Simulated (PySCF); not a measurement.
Electronic structure of Cd⁺ (cadmium, charge +1) at the UHF level

Configuration: [Kr] 4d10 5s1, 2S determinant. All numbers are calculated (PySCF 2.14, scalar relativity through the core potential, in def2-SVP with the def2 core potential (28 electrons) (5s3p2d1f, 31 functions)).

| Quantity | Value |
| --- | --- |
| Total energy | -166.576992 hartree |
| One-electron energy | -291.1251 hartree |
| Hartree (Coulomb) energy | 138.9913 hartree |
| Exchange energy | -14.4432 hartree |
| ⟨S²⟩ | 0.7512 |
| ⟨L²⟩ | 0.000 |
| Sum of ⟨r⟩ | 23.11 bohr |
| Sum of ⟨r²⟩ | 35.92 bohr² |
| Time after the integrals | 0.05 s of wall time on 1 thread of Neoverse-V2 (shared host) |

```csv
shell,electrons,mean orbital energy (eV),"rms radius, mean of both spins (bohr)"
4s α,1,-139.31,0.947
4s β,1,-139.11,0.947
4p α,3,-94.693,1.04
4p β,3,-94.674,1.04
4d α,5,-28.227,1.37
4d β,5,-28.057,1.37
5s α,1,-15.725,2.97
```

Energies and moments cover only the electrons outside the core potential.
